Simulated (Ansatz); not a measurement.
The cluster Ni₄⁺, relaxed as a sextet with UKS r2SCAN-D4/def2-SVP in Ansatz, starting from the r2SCAN-D4/def2-SVP geometry of the charge +1 doublet. Force threshold 0.02 eV/Å.

The charge 1 sextet is spin-contaminated (final ⟨S²⟩ up to 8.90, 8.75 for a pure state). At r2SCAN-D4/def2-SVP a quartet of charge 1 lies 0.56 eV below the sextet, each at its own geometry. The structure comes from a short search, and lower isomers may exist.

Start:

```xyz
4

Ni    0.0857   -0.1685   -1.3387
Ni   -1.3093   -0.0125    0.3806
Ni    0.6630   -1.0019    0.6200
Ni    0.5605    1.1830    0.3381
```

Question: Estimate the energy that the relaxation releases and the steps that it takes.

Answer: 3.6 kcal/mol, in 14 steps; 9.7 min on 4 threads of Arm Neoverse N1 on a shared host. No frequencies were taken in this run, so the end may be a saddle point.

Question: Does the start keep its bonding and symmetry?

Answer: By distances, no bond broke or formed. The bond that changes most is Ni2–Ni3, from 2.22 to 2.68 Å (atoms count from 1). Point group C3v at the start, Cs at the end, both within 0.05 Å.

Question: Predict the relaxed structure.

Answer: 
Cartesian coordinates in Å:
```
Ni 0.028 -0.255 -1.292
Ni -1.460 0.165 0.288
Ni 0.925 -1.026 0.575
Ni 0.507 1.115 0.430
```
Bond lengths (bridged metal pairs left out): 6 × Ni–Ni 2.19 to 2.68 Å.
